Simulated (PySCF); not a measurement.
methyl prop-2-enoate (C4H6O2), SMILES COC(C=C)=O.

The structure is a stationary point at B3LYP-D3(BJ)/def2-SVP. One conformer was computed; it need not be the lowest.

Level of theory: M06-2X/def2-TZVP run with PySCF.

```yaml
total_energy: -306.46002 hartree
highest_occupied_level: -9.51 eV
lowest_empty_level: -0.49 eV
orbital_gap: 9.02 eV
dipole_moment: 1.61 D
quadrupole, principal values (traceless, Buckingham form, about the centre of nuclear charge): -7.59, -4.16, 11.75 D·Å
mean_static_polarisability: 54.9 bohr³ (8.13 Å³)
polarisability_principal_values: 36.8, 51.1, 76.8 bohr³
```
